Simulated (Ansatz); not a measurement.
Isomers of Te₂Pd⁻ (doublet), relaxed with PBE-D4/def2-TZVPD; total energies from Ansatz at PBE0-D4/def2-TZVPD.

| isomer | description | energy (Eh) |
| --- | --- | --- |
| A | point group C2v; 2 × Pd–Te 2.57 Å; 1 × Te–Te 2.89 Å | -664.12175 |
| B | point group C2v; 2 × Pd–Te 2.46 Å | -664.11555 |

In the def2 sets Pd, Te take a core potential; there is no spin–orbit coupling.

The isomers come from a short search, and lower ones may exist.

Question: Work out the relative energies (1 Eh = 2625.5 kJ/mol) and the Boltzmann populations at 500 K from electronic energies alone (R = 8.314 J/mol/K).

Answer: ΔE: A 0.0, B 16.3 kJ/mol. RT = 4.16 kJ/mol. Factors exp(−ΔE/RT): A 1, B 0.0199; sum 1.020. Populations: A 98.0 %, B 2.0 %. Zero-point energy, vibrational entropy and symmetry numbers are left out and can shift these; an error of 4 kJ/mol changes a ratio by a factor of 2.6. Over the other density-functional and correlated levels in def2 sets, the gap between A and B ranges from -10 to 2 kJ/mol.
